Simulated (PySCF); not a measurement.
Working out the ionisation energy of Zn+

Zn+ [Ar] 3d10 4s1 (2S) → Zn(2+) [Ar] 3d10 (1S). All numbers are calculated (PySCF 2.14, the spin-free X2C one-electron Hamiltonian (Gaussian nucleus), in aug-cc-pVDZ-DK). Frozen: [Ar]. Energies in hartree (1 hartree = 27.21139 eV):

```tsv
part	Zn+ (lower)	Zn(2+) (upper)
UHF	-1793.980412	-1793.361042
MP2 opposite-spin	-0.259297	-0.238239
MP2 same-spin	-0.158687	-0.144087
```

Problem. What does Hartree-Fock give?

Solution. (-1793.361042) − (-1793.980412) = 0.619370 hartree = 16.854 eV.

Problem. What do MP2 and SCS-MP2 (6/5 opposite-spin, 1/3 same-spin) give?

Solution. The opposite-spin parts differ by 0.573 eV and the same-spin parts by 0.397 eV. MP2: 16.854 + (0.573) + (0.397) = 17.824 eV. SCS-MP2: 16.854 + 1.2 × (0.573) + (0.397)/3 = 17.674 eV.

Measured between the centres of the two terms (NIST): 17.964 eV, so MP2 (valence) is off by -0.140 eV.

A double-zeta basis recovers only part of the correlation energy.

What remains against the reference includes basis incompleteness, the frozen core and correlation beyond second order.
